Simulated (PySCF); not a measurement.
```xyz
13

N     -1.9673     0.7756    -1.0170
Si    -1.5771    -0.5528     0.0153
Si     0.4229    -0.2960     1.2251
Si     2.1805     0.0824    -0.2695
H     -1.3753     0.9601    -1.8119
H     -2.2679     1.6420    -0.5986
H     -1.4432    -1.7665    -0.8353
H     -2.7101    -0.7336     0.9625
H      0.7313    -1.4977     2.0537
H      0.3181     0.8785     2.1402
H      1.8500     1.2412    -1.1461
H      3.4644     0.3754     0.4229
H      2.3736    -1.1087    -1.1413
```

Charge 0, multiplicity 1.

**Question.** Give the Mulliken and meta-Löwdin atomic charges from PBE0-D3(BJ)/def2-TZVP (PySCF).

**Answer.** 
```
atom  Mulliken (e)  meta-Löwdin (e)
----  ------------  ---------------
N1           -0.62            -0.74
Si2           0.25             0.53
Si3          -0.02             0.05
Si4           0.02             0.21
H5            0.24             0.24
H6            0.24             0.24
H7           -0.02            -0.10
H8           -0.02            -0.09
H9           -0.01            -0.06
H10          -0.01            -0.07
H11          -0.02            -0.08
H12          -0.01            -0.07
H13          -0.01            -0.07
```
